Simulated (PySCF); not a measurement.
C4H8O2, SMILES OCC1(O)CC1. The structure is a stationary point at PBE-D3(BJ)/def2-SVP. Other conformers were not sampled.

Calculation: PBE-D3(BJ)/def2-SVP (PySCF 2.14.0).

Harmonic wavenumbers (cm⁻¹): 94, 134, 221, 331, 341, 417, 487, 540, 740, 752, 865, 880, 901, 960, 986, 1016, 1020, 1065, 1131, 1153, 1243, 1286, 1313, 1337, 1368, 1371, 1418, 1447, 2902, 3025, 3058, 3063, 3153, 3165, 3677, 3680. Rotational constants (GHz): 5.936, 2.797, 2.401; symmetry number 1.

Task: Work out the zero-point energy and the ideal-gas rigid-rotor harmonic-oscillator thermochemistry at 298.15 K and 1 atm.

Result: ZPE = ½ Σ hcν = ½ × 50539 cm⁻¹ = 302.29 kJ/mol. H − E(el) = 322.94 kJ/mol. Entropy in J/(mol K): translation 164.60, rotation 110.84, vibration 61.70, total 337.14. G − E(el) = 222.42 kJ/mol. Cp = 113.57 J/(mol K). Modes under 150 cm⁻¹ make the vibrational entropy uncertain.
